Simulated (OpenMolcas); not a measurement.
# Sn: effect of the IPEA shift

| Property | Result |
| --- | --- |
| Program | OpenMolcas |
| Basis | ANO-RCC [10s9p8d5f3g] |
| Scalar Hamiltonian | DKH2, point nucleus |
| Active space | 4 electrons in 9 orbitals (RAS2 5s 5p; RAS3 5d, at most 2 electrons) |
| State averaging | 2S+1 = 3 even, 3 roots; 2S+1 = 1 even, 6 roots; 2S+1 = 5 odd, 1 root; 2S+1 = 3 odd, 5 roots; 2S+1 = 1 odd, 5 roots |
| Spin-orbit coupling | state interaction with AMFI integrals over the reference wave functions, term energies averaged over their components |

Methods on the same reference wave functions:
A. RASSCF
B. SS-RASPT2, IPEA 0.25 Eh, imaginary shift 0.1 Eh (closed shells correlated: 4d)
C. SS-RASPT2, IPEA 0.5 Eh, imaginary shift 0.1 Eh (closed shells correlated: 4d)

Energies in cm⁻¹ above 5s² 5p² ³P₀, the measured ground level; measured values from NIST Handbook of Basic Atomic Spectroscopic Data.

| Level | A | B | C | Measured |
| --- | --- | --- | --- | --- |
| 5s² 5p² ³P₀ | 0.0 | 0.0 | 0.0 | 0.0 |
| 5s² 5p² ³P₁ | 1414 | 1494 | 1484 | 1692 |
| 5s² 5p² ³P₂ | 3139 | 3070 | 3070 | 3428 |
| 5s² 5p² ¹D₂ | 10312 | 8060 | 8140 | 8613 |
| 5s² 5p² ¹S₀ | 19910 | 16810 | 17130 | 17162 |
| 5s 5p³ ⁵S°₂ | 32311 | 38910 | 39070 | 39626 |

Deviations, from unrounded energies. A percentage is the sum of absolute deviations over the sum of measured energies, with the sign that they share, or ± where signs differ.

| Against measurement | Levels | A | B | C |
| --- | --- | --- | --- | --- |
| mean absolute deviation (cm-1) | 5 | 2500 | 440 | 320 |
| fine structure of the ground term (%) | 2 | -11.1 | -10.8 | -11.0 |
| other terms of the ground configuration (%) | 2 | +17.3 | -3.5 | -2.0 |
| other configurations (%) | 1 | -18.5 | -1.8 | -1.4 |

C lies closest to measurement on these levels and A furthest from it. The largest miss of C in the table is 5s 5p³ ⁵S°₂, by -550 cm-1. The ranking rests on the paired levels alone, and a cruder setting can come out closer through cancelling errors.

Between B and C the level of the table that moves most is 5s² 5p² ¹S₀, by 320 cm-1 (lowest in B, highest in C). Moves below CASPT2's spread within the term are not significant.

From A to B the spin-free energies of the other terms of 5s² 5p² shown, above ³P, scale by factors of 0.67 to 0.81.

The lowest spin-free term lies below A's lowest term by 0.472 hartree in B, 0.470 hartree in C.

CASPT2 breaks the degeneracy within a term, and the mean is taken; among the terms shown or strongly mixed into the levels shown the widest spread is 44 cm-1 (5s² 5p² ¹D, C). The run also gave levels led by 5s² 5p 5d, which use shells meant for correlation; these and all levels above them are left out. Measured partners are found by configuration, term and J. A level has none where our copy of the source lacks it or the pairing is in doubt (some pairs that miss far off the trend of their configuration count as doubtful), and it then counts in no deviation. Levels of configurations outside the active space are missing. Levels that lie high or do not pair safely by name in every column are left out.

° marks odd parity.
